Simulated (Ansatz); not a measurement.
# Two structures of F2GaH2PSi

Structure X is `F[Si](F)=[P][GaH2]`, a singlet and structure Y is a singlet given by its coordinates. Both are isolated molecules in the gas phase, relaxed with PBE0-D3(BJ)/def2-SVP; the shapes shown needn't be the lowest conformers.

X (Å):

```xyz
7

F     2.3561   -2.5804   -1.2666
F     1.1344   -0.4713   -0.7080
Ga    0.3653   -0.7472    2.6160
P     1.5105   -2.6032    1.8622
Si    1.6427   -1.8386   -0.0340
H    -0.0048   -0.8386    4.1356
H    -0.0069    0.4770    1.7154
```

Y (Å):

```json
{"atom": "F", "x (Å)": "-0.1517", "y (Å)": "-2.3243", "z (Å)": "-0.7493"}
{"atom": "F", "x (Å)": "2.0730", "y (Å)": "-1.1392", "z (Å)": "-0.8600"}
{"atom": "Ga", "x (Å)": "0.4496", "y (Å)": "0.0420", "z (Å)": "1.9261"}
{"atom": "P", "x (Å)": "1.2547", "y (Å)": "-2.0799", "z (Å)": "2.2118"}
{"atom": "Si", "x (Å)": "0.8686", "y (Å)": "-1.4723", "z (Å)": "0.1736"}
{"atom": "H", "x (Å)": "2.2219", "y (Å)": "-2.9426", "z (Å)": "2.8106"}
{"atom": "H", "x (Å)": "0.1686", "y (Å)": "1.2873", "z (Å)": "2.8140"}
```

Close contacts (Å): F1–Si5 1.62, F2–Si5 1.62, Ga3–P4 2.29, Ga3–Si5 2.35, P4–Si5 2.16, Ga3–H7 1.56, P4–H6 1.43.

Task: Estimate which is lower in electronic energy at CCSD(T)/def2-SVP + ΔMP2/def2-TZVPP, and by roughly how much.

Result: The CCSD(T)/def2-SVP + ΔMP2/def2-TZVPP calculation puts structure X lower, by 4.4 kcal/mol.

How the difference moves with the method:

```
                             level              geometry  E(Y) − E(X) (kcal/mol)  departure from the last row (kcal/mol)  job, with rough time for the two
              PBE0-D3(BJ)/def2-SVP  PBE0-D3(BJ)/def2-SVP                      +0.8                                    −3.6                optimisation, 53 s
                       HF/def2-SVP  PBE0-D3(BJ)/def2-SVP                      +6.1                                    +1.7           part of the CCSD(T) run
                      MP2/def2-SVP  PBE0-D3(BJ)/def2-SVP                      +6.5                                    +2.2           part of the CCSD(T) run
                  CCSD(T)/def2-SVP  PBE0-D3(BJ)/def2-SVP                      +5.1                                    +0.7                      single point
CCSD(T)/def2-SVP + ΔMP2/def2-TZVPP  PBE0-D3(BJ)/def2-SVP                      +4.4                                                        single point, 21 s
```

None of the levels shown reverses the order. The largest departure from CCSD(T)/def2-SVP + ΔMP2/def2-TZVPP is that of PBE0-D3(BJ)/def2-SVP, 3.6 kcal/mol. Levels run at GFN2-xTB geometries aren't shown. The last row adds to CCSD(T) the change of the MP2 difference between the two basis sets, here −0.7 kcal/mol.

With harmonic frequencies from PBE0-D3(BJ)/def2-SVP (ideal gas, rigid rotor, one conformer each, 298.15 K, 1 atm): on the last row, ΔE + ΔZPE = +4.7 kcal/mol. A mode under 50 cm⁻¹ makes harmonic enthalpies and free energies unreliable, so none is given.

The correlated steps freeze 21 core orbitals; the filled d shell of Ga is correlated, in a basis made for valence electrons. Run with Ansatz 0.2.0; the last row on 2 threads of Intel(R) Xeon(R) 6975P-C (Granite Rapids) on a shared host.
